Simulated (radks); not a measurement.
Q: The mean radii <r> (bohr) of the occupied orbitals of an atom or ion are listed with their occupations. Method: scalar-relativistic Kohn-Sham, PBE, spin-polarised, spherical densities, point nucleus; computed with a radial shooting solver on a logarithmic mesh with Libxc functionals.

orbital  occ.      <r>
1s up       1  0.01866
1s down     1  0.01866
2s up       1  0.07894
2s down     1  0.07894
2p up       3  0.07057
2p down     3  0.07056
3s up       1   0.2048
3s down     1   0.2048
3p up       3   0.2049
3p down     3   0.2049
3d up       5   0.1856
3d down     5   0.1856
4s up       1   0.4588
4s down     1   0.4588
4p up       3   0.4878
4p down     3   0.4877
4d up       5   0.5233
4d down     5   0.5228
5s up       1    1.096
5s down     1    1.088
5p up       3    1.277
5p down     2    1.267
4f up       7   0.6385
4f down     7   0.6304
5d up       3    1.853
6s up       1    2.739

Name the element and its charge. Open shells, if any, are filled with parallel spins first.

A: Z = 73, tantalum, charge +2: Ta2+ in [Kr] 4d10 4f14 5s2 5p5 5d3 6s1. The 1s radius gives Z: for a bare nucleus <r> = (2 gamma + 1)/(2Z) with gamma = sqrt(1 - (Z/c)^2), 0.01844 bohr for Z = 73, and screening makes it slightly larger (0.01866 here). The occupations add up to 71, and the charge is Z minus that.
